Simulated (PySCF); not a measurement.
PySCF input for CH11NSi4, SMILES N[SiH2][SiH]1[SiH2]C[SiH2]1, TDA-PBE0/def2-SVPD. The structure is a stationary point at PBE-D3(BJ)/def2-SVP. The structure was generated by enumeration, and PubChem lists no compound with its InChIKey, so it may never have been made. The values are those of a single conformer.

```python
import numpy as np
from pyscf import gto, scf, dft, tdscf

mol = gto.M(
    atom='''
    N     3.17472964   -1.22752153   -0.04516517
    Si    2.33771067    0.29167978    0.20214622
    Si    0.10629411   -0.18126347    0.73336820
    Si   -1.55725056    1.47419498    0.38193882
    C    -2.69558671    0.17481198   -0.45669728
    Si   -1.30680392   -1.04603262   -0.96910360
    H     4.19095972   -1.19877369   -0.17292353
    H     2.76328675   -1.88706153   -0.71154718
    H     3.04091943    1.00618053    1.32629230
    H     2.29042461    1.25737284   -0.96731516
    H    -0.07971075   -0.91582229    2.03848176
    H    -2.16702858    2.22337792    1.53984598
    H    -1.07105920    2.47868569   -0.63184770
    H    -3.30660555   -0.31117433    0.33499845
    H    -3.37855157    0.53344535   -1.25275488
    H    -1.69414808   -2.50370029   -0.99839014
    H    -0.75737794   -0.67885254   -2.32539490
    ''',
    basis='def2-SVPD',
    charge=0,
    spin=0,
    max_memory=1600,
    verbose=4,
)
mf = dft.RKS(mol, xc='pbe0').density_fit(auxbasis='def2-universal-jkfit')
mf.grids.level = 3
mf.conv_tol = 1e-9
mf.max_cycle = 100
mf.kernel()
mf.grids = dft.Grids(mol).set(level=1).build(with_non0tab=True)  # coarser grid for the response kernel
td = tdscf.TDA(mf)
td.singlet = True
td.nstates = 6
td.conv_tol = 1e-4
td.positive_eig_threshold = 1e-6
td.kernel(x0=td.get_init_guess(mf, 11))
td.analyze()
tt = tdscf.TDA(mf)
tt.singlet = False
tt.nstates = 2
tt.conv_tol = 1e-4
tt.positive_eig_threshold = 1e-6
tt.kernel(x0=tt.get_init_guess(mf, 7))
tt.analyze(verbose=3)
```

It prints:

```
PySCF version 2.14.0

[INPUT] verbose = 4
[INPUT] num. atoms = 17
[INPUT] num. electrons = 80
[INPUT] charge = 0
[INPUT] spin (= nelec alpha-beta = 2S) = 0
[INPUT] symmetry False subgroup None
[INPUT] Mole.unit = angstrom
[INPUT] Symbol           X                Y                Z      unit          X                Y                Z       unit  Magmom
[INPUT]  1 N      3.174729640000  -1.227521530000  -0.045165170000 AA    5.999369539139  -2.319679503707  -0.085349801669 Bohr   0.0
[INPUT]  2 Si     2.337710670000   0.291679780000   0.202146220000 AA    4.417632924773   0.551194900273   0.382000992916 Bohr   0.0
[INPUT]  3 Si     0.106294110000  -0.181263470000   0.733368200000 AA    0.200866756554  -0.342538314688   1.385865046465 Bohr   0.0
[INPUT]  4 Si    -1.557250560000   1.474194980000   0.381938820000 AA   -2.942777065726   2.785824766409   0.721759766140 Bohr   0.0
[INPUT]  5 C     -2.695586710000   0.174811980000  -0.456697280000 AA   -5.093920626917   0.330346765493  -0.863032781034 Bohr   0.0
[INPUT]  6 Si    -1.306803920000  -1.046032620000  -0.969103600000 AA   -2.469501507308  -1.976715169161  -1.831340390330 Bohr   0.0
[INPUT]  7 H      4.190959720000  -1.198773690000  -0.172923530000 AA    7.919766069884  -2.265353959434  -0.326778112193 Bohr   0.0
[INPUT]  8 H      2.763286750000  -1.887061530000  -0.711547180000 AA    5.221855161139  -3.566029471903  -1.344629294907 Bohr   0.0
[INPUT]  9 H      3.040919430000   1.006180530000   1.326292300000 AA    5.746504889568   1.901405633570   2.506329208119 Bohr   0.0
[INPUT] 10 H      2.290424610000   1.257372840000  -0.967315160000 AA    4.328275221864   2.376090304067  -1.827960728540 Bohr   0.0
[INPUT] 11 H     -0.079710750000  -0.915822290000   2.038481760000 AA   -0.150631486684  -1.730653306872   3.852172236321 Bohr   0.0
[INPUT] 12 H     -2.167028580000   2.223377920000   1.539845980000 AA   -4.095090520305   4.201575340205   2.909887176212 Bohr   0.0
[INPUT] 13 H     -1.071059200000   2.478685690000  -0.631847700000 AA   -2.024008551196   4.684037102979  -1.194019105436 Bohr   0.0
[INPUT] 14 H     -3.306605550000  -0.311174330000   0.334998450000 AA   -6.248578891467  -0.588034260695   0.633055322654 Bohr   0.0
[INPUT] 15 H     -3.378551570000   0.533445350000  -1.252754880000 AA   -6.384537165019   1.008065613923  -2.367363624412 Bohr   0.0
[INPUT] 16 H     -1.694148080000  -2.503700290000  -0.998390140000 AA   -3.201475885658  -4.731307846094  -1.886683930066 Bohr   0.0
[INPUT] 17 H     -0.757377940000  -0.678852540000  -2.325394900000 AA   -1.431236879387  -1.282845379565  -4.394359492460 Bohr   0.0

nuclear repulsion = 502.401030556235
number of shells = 100
number of NR pGTOs = 338
number of NR cGTOs = 224
basis = def2-SVPD
ecp = {}


******** <class 'pyscf.df.df_jk.DFRKS'> ********
method = DFRKS
initial guess = minao
damping factor = 0
level_shift factor = 0
DIIS = <class 'pyscf.scf.diis.CDIIS'>
diis_start_cycle = 1
diis_space = 8
diis_damp = 0
SCF conv_tol = 1e-09
SCF conv_tol_grad = None
SCF max_cycles = 100
direct_scf = False
XC library pyscf.dft.libxc version 7.1.2
    S. Lehtola, C. Steigemann, M. J. T. Oliveira, and M. A. L. Marques,  SoftwareX 7, 1–5 (2018)
XC functionals = pbe0
    C. Adamo and V. Barone,  J. Chem. Phys. 110, 6158 (1999)
    M. Ernzerhof and G. E. Scuseria,  J. Chem. Phys. 110, 5029 (1999)
radial grids:
    Treutler-Ahlrichs [JCP 102, 346 (1995); DOI:10.1063/1.469408] (M4) radial grids

becke partition: Becke, JCP 88, 2547 (1988); DOI:10.1063/1.454033
pruning grids: <function nwchem_prune>
grids dens level: 3
symmetrized grids: False
atomic radii adjust function: <function treutler_atomic_radii_adjust>
small_rho_cutoff = 0
Set gradient conv threshold to 3.16228e-05
Initial guess from minao.
tot grids = 212632
******** <class 'pyscf.df.df.DF'> ********
auxbasis = def2-universal-jkfit
init E= -1256.41525237583
  HOMO = -0.272732868391393  LUMO = -0.0659470346272585  gap/eV = 5.62693
cycle= 1 E= -1256.39410459963  delta_E= 0.0211  |g|= 0.459  |ddm|= 4.69
  HOMO = -0.205378701078995  LUMO = -0.0160160983822881  gap/eV = 5.15282
cycle= 2 E= -1256.34666677916  delta_E= 0.0474  |g|= 0.628  |ddm|= 1.47
  HOMO = -0.260625109375891  LUMO = -0.0226712027910203  gap/eV = 6.47506
cycle= 3 E= -1256.44484428188  delta_E= -0.0982  |g|= 0.0477  |ddm|= 0.793
  HOMO = -0.263255620705151  LUMO = -0.0235257937301458  gap/eV = 6.52338
cycle= 4 E= -1256.44542571004  delta_E= -0.000581  |g|= 0.0191  |ddm|= 0.107
  HOMO = -0.263037928346139  LUMO = -0.0230577172432374  gap/eV = 6.53019
cycle= 5 E= -1256.44552709329  delta_E= -0.000101  |g|= 0.00557  |ddm|= 0.0329
  HOMO = -0.263072723204524  LUMO = -0.023038781068188  gap/eV = 6.53166
cycle= 6 E= -1256.44553543285  delta_E= -8.34e-06  |g|= 0.00153  |ddm|= 0.0109
  HOMO = -0.263041373456846  LUMO = -0.0230899751688374  gap/eV = 6.52941
cycle= 7 E= -1256.44553628632  delta_E= -8.53e-07  |g|= 0.000269  |ddm|= 0.00337
  HOMO = -0.263031749460836  LUMO = -0.0230671960488085  gap/eV = 6.52977
cycle= 8 E= -1256.44553631391  delta_E= -2.76e-08  |g|= 4.79e-05  |ddm|= 0.000684
  HOMO = -0.263033651337577  LUMO = -0.0230691512078258  gap/eV = 6.52977
cycle= 9 E= -1256.44553631469  delta_E= -7.73e-10  |g|= 9.2e-06  |ddm|= 0.000133
  HOMO = -0.263034837444251  LUMO = -0.0230690910671449  gap/eV = 6.52980
Extra cycle  E= -1256.4455363147  delta_E= -1.23e-11  |g|= 8.5e-06  |ddm|= 3.96e-05
converged SCF energy = -1256.4455363147
tot grids = 63144
Overwritten attributes  positive_eig_threshold  of <class 'pyscf.tdscf.rks.TDA'>


******** <class 'pyscf.tdscf.rks.TDA'> for <class 'pyscf.df.df_jk.DFRKS'> ********
nstates = 6 singlet
deg_eia_thresh = 1.000e-03
wfnsym = None
conv_tol = 0.0001
eigh lindep = 1e-12
eigh level_shift = 0
eigh max_cycle = 100


Excitation energies (eV)
[5.45054578 5.49843751 5.64577958 5.72653254 5.93545551 6.07077687]

** Singlet excitation energies and oscillator strengths **
Excited State   1:      5.45055 eV    227.47 nm  f=0.0032
      39 -> 41       -0.62849
      40 -> 42        0.22385
      40 -> 43       -0.16717
Excited State   2:      5.49844 eV    225.49 nm  f=0.0091
      39 -> 41       -0.16219
      40 -> 41       -0.29280
      40 -> 42       -0.55723
      40 -> 43       -0.24246
Excited State   3:      5.64578 eV    219.61 nm  f=0.0573
      38 -> 42        0.12349
      39 -> 41        0.12521
      39 -> 42        0.31429
      40 -> 41       -0.47855
      40 -> 42        0.31307
      40 -> 43       -0.14389
Excited State   4:      5.72653 eV    216.51 nm  f=0.0541
      38 -> 41        0.22049
      39 -> 41       -0.13400
      39 -> 42        0.31598
      40 -> 43        0.53126
Excited State   5:      5.93546 eV    208.89 nm  f=0.1322
      39 -> 41        0.13575
      39 -> 42        0.41956
      39 -> 43       -0.30782
      40 -> 41        0.32710
      40 -> 43       -0.23668
Excited State   6:      6.07078 eV    204.23 nm  f=0.0537
      39 -> 42        0.27770
      39 -> 43        0.59800
      40 -> 41        0.16471

** Transition electric dipole moments (AU) **
state          X           Y           Z        Dip. S.      Osc.
  1         0.0326     -0.1428      0.0505      0.0240      0.0032
  2         0.2338      0.0054      0.1134      0.0675      0.0091
  3         0.5418     -0.3464      0.0270      0.4143      0.0573
  4         0.0447      0.4426      0.4331      0.3855      0.0541
  5        -0.8657     -0.1786     -0.3570      0.9088      0.1322
  6        -0.5981      0.0577      0.0170      0.3613      0.0537

** Transition velocity dipole moments (imaginary part, AU) **
state          X           Y           Z        Dip. S.      Osc.
  1         0.0007     -0.0327      0.0148      0.0013      0.0043
  2         0.0320     -0.0220      0.0112      0.0016      0.0054
  3         0.0778     -0.0238      0.0155      0.0069      0.0221
  4         0.0094      0.0207      0.0499      0.0030      0.0095
  5        -0.1205      0.0050     -0.0368      0.0159      0.0486
  6        -0.0885      0.0098     -0.0186      0.0083      0.0247

** Transition magnetic dipole moments (imaginary part, AU) **
state          X           Y           Z
  1         0.6749      0.4934      0.2196
  2        -0.2388      0.0999     -0.0013
  3        -0.2893     -0.3798      0.3693
  4         0.7718      0.8339     -0.5049
  5        -0.3773      0.1354      0.7510
  6         0.0987      0.4888     -0.2446


******** <class 'pyscf.tdscf.rks.TDA'> for <class 'pyscf.df.df_jk.DFRKS'> ********
nstates = 2 triplet
deg_eia_thresh = 1.000e-03
wfnsym = None
conv_tol = 0.0001
eigh lindep = 1e-12
eigh level_shift = 0
eigh max_cycle = 100


Excitation energies (eV)
[4.77331128 4.85417278]

** Triplet excitation energies and oscillator strengths **
Excited State   1:      4.77331 eV    259.74 nm  f=0.0000
Excited State   2:      4.85417 eV    255.42 nm  f=0.0000
```

Self-consistency was reached.
